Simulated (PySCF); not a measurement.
Positional isomers: propene chloro+silyl. Gas-phase values, no solvent. One relaxed conformer stands for each flexible species; it need not be the lowest. Strings in code marks are SMILES. All members: neutral, multiplicity 1. Level: CAM-B3LYP-D3(BJ)/def2-TZVP (PySCF), beside PBE-D3(BJ)/def2-TZVP // CAM-B3LYP-D3(BJ)/def2-TZVP (PySCF) at the same geometries.  Orbital energies are measured against the vacuum level.

| species | HOMO, PBE (eV) | HOMO, CAM-B3LYP-D3(BJ) (eV) |
|---|---|---|
| `C/C(Cl)=C/[SiH3]` | -6.33 | -8.76 |
| `C/C(Cl)=C\[SiH3]` | -6.30 | -8.73 |
| `C/C([SiH3])=C\Cl` | -6.25 | -8.66 |
| `C/C=C(/[SiH3])Cl` | -6.20 | -8.63 |
| `C=C(Cl)C[SiH3]` (Cl–C–C–Si torsion 74°) | -6.10 | withheld |
| `[SiH3]C/C=C/Cl` (Si–C–C–C torsion 109°) | -5.90 | -8.31 |

Question: Fit y = a + b·x, y being the HOMO at the first level, to the 5 complete rows by least squares, with x = the PBE value in eV. Give a, b and the rms residual, and predict the withheld value.

Answer: Means of the 5 rows: x̄ = -6.196, ȳ = -8.618 eV. Σ(x − x̄)² = 0.11932 and Σ(x − x̄)(y − ȳ) = 0.12416, so b = 1.041 and a = ȳ − b·x̄ = -2.168 eV. The rms residual is 0.008 eV. At x = -6.1 the line gives -8.52 eV. The run for `C=C(Cl)C[SiH3]` (Cl–C–C–Si torsion 74°) gave -8.54 eV, so the line is off by 0.02 eV, more than twice the rms residual.

Codes: PySCF.
